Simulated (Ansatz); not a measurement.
C3H8OSi can be A, `OCC1C[SiH2]1`, or B, `C[SiH2]CC=O`.

Isolated molecules relaxed with PBE0-D4/def2-TZVP in Ansatz; ΔE leaves out vibrations. CCSD(T)/CBS adds triple-zeta CCSD(T) − MP2 to the extrapolated MP2 energy (def2 sets, frozen cores). DFT in def2-TZVPP. Each species was taken in one conformer, which may not be the lowest.

(1) Which isomer does CCSD(T)/CBS put lower? Give the gap. (Best estimate.)

(2) Give E(B) − E(A) in kJ/mol with BLYP-D4, PBE0-D4, CCSD(T)/def2-SVP, ωB97M-V, CCSD(T)/def2-TZVPP, r2SCAN-D4, CCSD/def2-TZVPP. (Estimate.)

(3) Does the order hold for the free energy at 298.15 K (harmonic terms from PBE0-D4)? (An estimate is asked.)

Largest T1 diagnostic: 0.013.

Results:

(1) Ansatz gave: B, by 129.4 kJ/mol.

(2) The calculation gave: BLYP-D4 -148.3, PBE0-D4 -122.3, CCSD(T)/def2-SVP -148.7, ωB97M-V -132.7, CCSD(T)/def2-TZVPP -134.2, r2SCAN-D4 -130.3, CCSD/def2-TZVPP -136.3. None reverses the order clearly.

(3) The calculation gave: Yes: G(B) − G(A) = -145.1 kJ/mol, for one conformer each. Modes under 60 cm⁻¹, often nearly free rotors, make the harmonic entropy too high.

At CCSD(T), def2-SVP lies −19.3 kJ/mol from the extrapolated value and def2-TZVPP −4.8 kJ/mol. From r2SCAN to r2SCAN0 (25 % exact exchange), in def2-TZVPP and without D4, E(B) − E(A) moves by +4.2 kJ/mol.
